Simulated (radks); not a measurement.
The mean radii <r> (bohr) of the occupied orbitals of an atom or ion are listed with their occupations. Method: scalar-relativistic Kohn-Sham, PBEsol, spin-unpolarised, spherical densities, finite nucleus; Fermi nuclear charge, rms radius of each element as measured or else 0.836 A^(1/3) + 0.57 fm; computed with a radial shooting solver on a logarithmic mesh with Libxc functionals.

| orbital | occ. | <r> |
|---|---|---|
| 1s | 1 | 1.652 |

Name the element and its charge.

Answer. Z = 1, hydrogen, charge 0: H in 1s1. The 1s radius gives Z: for a bare nucleus <r> = (2 gamma + 1)/(2Z) with gamma = sqrt(1 - (Z/c)^2), 1.5 bohr for Z = 1, and the self-interaction of the functional makes it slightly larger (1.652 here). The occupations add up to 1, and the charge is Z minus that.
